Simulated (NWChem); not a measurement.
Molecule: C₄H₅F; SMILES C=CC(=C)F

```xyz
10

C      0.0574    -1.9436     0.0000
C     -0.6566    -0.8118     0.0000
C     -0.0656     0.5185     0.0000
C     -0.7326     1.6769     0.0000
F      1.2716     0.5258     0.0000
H      1.1496    -1.9194     0.0000
H     -0.4315    -2.9200     0.0000
H     -1.7501    -0.8395     0.0000
H     -1.8223     1.6778     0.0000
H     -0.1981     2.6277     0.0000
```
Atoms are numbered in this order, from 1.

Program: NWChem. Pople sets run with spherical d functions. All runs use the structure optimised with PBE0/def2-SVP. Absolute isotropic GIAO shieldings of the H sites, static isolated molecule.

```
row  σ, Hartree-Fock/6-31G* (ppm)  σ, PBE/pcSseg-1 (ppm)
---  ----------------------------  ---------------------
H8                          26.37                  25.10
H6                          26.52                  25.40
H7                          27.00                  25.80
H10                         27.75                  26.39
H9                          28.20               withheld
```

Task: Fit a straight line of the last column on the one before it, predict the withheld value, and compare with the run.

Result: 
1. Means of the 4 shown rows: x = 26.910, y = 25.672. Slope Σ(x − x̄)(y − ȳ)/Σ(x − x̄)² = 1.030/1.157 = 0.8896; intercept 1.733.
2. The shown rows scatter about the line by 0.066 (root mean square); the largest residual is -0.09, at H8.
3. At x = 28.20 (H9; beyond the shown range) the line gives 26.82.
4. The run gives 26.73, -0.09 from the line, 1.4 times the scatter.
